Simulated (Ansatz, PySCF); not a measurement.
C4H7BFN, SMILES B1(C=CCN1)CF. Atoms are numbered in the order given.

```xyz
14

F      2.4373    -0.8578     0.3011
C      1.8666     0.3158    -0.1666
B      0.2930     0.2630    -0.1106
C     -0.7861     1.3204    -0.5203
C     -1.9828     0.7556    -0.2626
C     -1.8503    -0.6248     0.3002
N     -0.4287    -0.8435     0.3586
H      2.2542     1.1601     0.4347
H      2.2187     0.4911    -1.2009
H     -0.6837     2.3261    -0.9346
H     -2.9679     1.2045    -0.4249
H     -2.3652    -1.3656    -0.3422
H     -2.3292    -0.6941     1.2964
H     -0.0525    -1.7142     0.7071
```

Geometry: PBE0-D3(BJ)/def2-SVP. The structure was generated by enumeration, and PubChem lists no compound with its InChIKey, so it may never have been made. One conformer was computed; it need not be the lowest.

Two levels are set side by side: PBE-D3(BJ)/def2-SVP (Ansatz, a first-principles code) and PBE0-D3(BJ)/def2-SVP (Ansatz). Each level has its own optimised geometry; the coordinates shown are those of the second. Frequencies come from the Hessian of PySCF at each geometry. Differences are taken from unrounded values.

```
quantity                            PBE0-D3(BJ)
----------------------------------  -----------
mean bond length (Å)                      1.274
bond F1–C2 (Å)                            1.386
bond C2–B3 (Å)                            1.575
bond B3–C4 (Å)                            1.565
bond B3–N7 (Å)                            1.402
bond C4–C5 (Å)                            1.348
bond C5–C6 (Å)                            1.497
bond C6–N7 (Å)                            1.440
bond C2–H8 (Å)                            1.107
bond C2–H9 (Å)                            1.107
bond C4–H10 (Å)                           1.093
bond C5–H11 (Å)                           1.095
bond C6–H12 (Å)                           1.107
bond C6–H13 (Å)                           1.107
bond N7–H14 (Å)                           1.010
highest harmonic wavenumber (cm⁻¹)         3696
mean harmonic wavenumber (cm⁻¹)            1374
zero-point energy (kcal/mol)              70.74
```

### Question
What does PBE-D3(BJ) give, and how far is it from PBE0-D3(BJ)? (An estimate is asked for; the answer gives what the named calculation found.)

### Answer

| quantity | PBE-D3(BJ) | PBE-D3(BJ) minus PBE0-D3(BJ) |
|---|---|---|
| mean bond length (Å) | 1.283 | 0.009 |
| bond F1–C2 (Å) | 1.403 | 0.016 |
| bond C2–B3 (Å) | 1.581 | 0.005 |
| bond B3–C4 (Å) | 1.570 | 0.004 |
| bond B3–N7 (Å) | 1.412 | 0.010 |
| bond C4–C5 (Å) | 1.360 | 0.012 |
| bond C5–C6 (Å) | 1.504 | 0.008 |
| bond C6–N7 (Å) | 1.449 | 0.010 |
| bond C2–H8 (Å) | 1.117 | 0.010 |
| bond C2–H9 (Å) | 1.117 | 0.010 |
| bond C4–H10 (Å) | 1.100 | 0.008 |
| bond C5–H11 (Å) | 1.103 | 0.008 |
| bond C6–H12 (Å) | 1.117 | 0.009 |
| bond C6–H13 (Å) | 1.117 | 0.009 |
| bond N7–H14 (Å) | 1.019 | 0.009 |
| highest harmonic wavenumber (cm⁻¹) | 3572 | -123 |
| mean harmonic wavenumber (cm⁻¹) | 1325 | -49 |
| zero-point energy (kcal/mol) | 68.19 | -2.54 |

GGA bonds tend to be longer and softer than those of functionals with exact exchange. Differences between two approximate levels are no errors against the true value.
